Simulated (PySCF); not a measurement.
This PySCF input asks for the NMR shieldings of SMILES CCCNBP, C3H11BNP; the geometry comes from GFN2-xTB.

```python
import basis_set_exchange as bse
import numpy as np
from pyscf import gto, dft
from pyscf.prop import nmr

atoms = """
C     2.779854    0.498553    0.257626
C     1.470756   -0.146258   -0.178727
C     0.260620    0.632967    0.343110
N    -0.986996    0.009709   -0.043058
B    -1.940730   -0.546807    0.779082
P    -3.450193   -1.439828    0.019382
H     3.627154   -0.076141   -0.107880
H     2.837396    0.545260    1.342550
H     2.857151    1.510909   -0.133267
H     1.429717   -0.189458   -1.270155
H     1.417279   -1.169762    0.197878
H     0.294641    1.659150   -0.044898
H     0.293398    0.677511    1.433391
H    -1.088785   -0.032240   -1.049269
H    -1.793579   -0.526785    1.941567
H    -3.596325   -0.638697   -1.102367
H    -4.418357   -0.756052    0.731192
"""
names = dict.fromkeys(["C", "N", "B", "P", "H"], "pcSseg-1")
basis = {el: gto.basis.parse(bse.get_basis(n, elements=[el], fmt="nwchem")) for el, n in names.items()}
mol = gto.M(atom=atoms, basis=basis, charge=0, verbose=0)
mf = dft.RKS(mol, xc="PBE0")
mf.grids.level = 2
mf.grids.alignment = dft.numint.BLKSIZE   # the property module wants whole blocks of grid points
mf.conv_tol = 1e-9
mf.kernel()

calc = nmr.RKS(mf)   # GIAO
C = mf.mo_coeff
Co = C[:, mf.mo_occ > 0]
resp = mf.gen_response(singlet=True, hermi=2)
def vind(x):   # induced exchange potential for any number of trial vectors
    d = np.einsum("pi,xij,qj->xpq", C, 2 * x.reshape(-1, C.shape[1], Co.shape[1]), Co, optimize=True)
    return np.einsum("xpq,pi,qj->xij", resp(d - d.transpose(0, 2, 1)), C, Co, optimize=True).ravel()
mo1, _ = nmr.rhf.solve_mo1(calc, with_cphf=vind)
sigma = calc.kernel(mo1)
for i, s in enumerate(sigma):   # ppm
    print("%2d %-2s %9.2f" % (i, mol.atom_pure_symbol(i), np.trace(s) / 3))
```

Question: Give the expected output.

Answer: 
```
 0 C     173.45
 1 C     154.12
 2 C     128.25
 3 N     111.14
 4 B      58.01
 5 P     562.87
 6 H      30.47
 7 H      30.85
 8 H      30.85
 9 H      30.23
10 H      30.19
11 H      28.40
12 H      28.57
13 H      27.15
14 H      26.16
15 H      30.41
16 H      30.13
```

These numbers come from an equivalent density-fitted implementation of the same equations, which agrees with the script to about 0.01 ppm for H and up to a few tenths of a ppm for heavy atoms, so last digits may differ.

Size and cost of the density-fitted run: 164 basis functions, 53 s wall time on 1 thread of an Intel Xeon, shared host; peak memory 0.74 GiB.
